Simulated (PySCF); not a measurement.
Si(H)(NH2)3 (H₇N₃Si), SMILES N[SiH](N)N. Atoms are numbered in the order given.

```xyz
11

Si     0.3364    -0.0785     0.0000
N     -0.2310    -0.6796    -1.5204
N     -0.2310    -0.6796     1.5204
N     -0.1564     1.5731     0.0000
H      1.7892    -0.4457     0.0000
H      0.1656    -1.5283    -1.9061
H     -1.2049    -0.5770    -1.7833
H      0.1656    -1.5283     1.9061
H     -1.2049    -0.5770     1.7833
H     -0.0453     2.1287    -0.8394
H     -0.0453     2.1287     0.8394
```
Charge 0, spin multiplicity 1.

Geometry: PBE0-D3(BJ)/def2-SVP. The values are those of a single conformer.

Two levels are set side by side: PBE/pcSseg-1 (PySCF) and PBE0/pcSseg-1 (PySCF). GIAO shifts against NH3 (¹⁵N), TMS (²⁹Si), TMS (¹H) at the same level; non-relativistic, no solvent, atoms listed together averaged. Differences are taken from unrounded values.

| quantity | PBE0 |
|---|---|
| δ(²⁹Si) of Si1 (ppm) | -39.0 |
| δ(¹H) of H5 (ppm) | 4.90 |

### Question
What does PBE give, and how far is it from PBE0? (An estimate is asked for; the answer gives what the named calculation found.)

### Answer

| quantity | PBE | PBE minus PBE0 |
|---|---|---|
| δ(²⁹Si) of Si1 (ppm) | -41.7 | -2.7 |
| δ(¹H) of H5 (ppm) | 5.16 | 0.25 |

Rough cost on one machine, each run with all the roots and properties that it gave: PBE0 against PBE within a factor of 2.
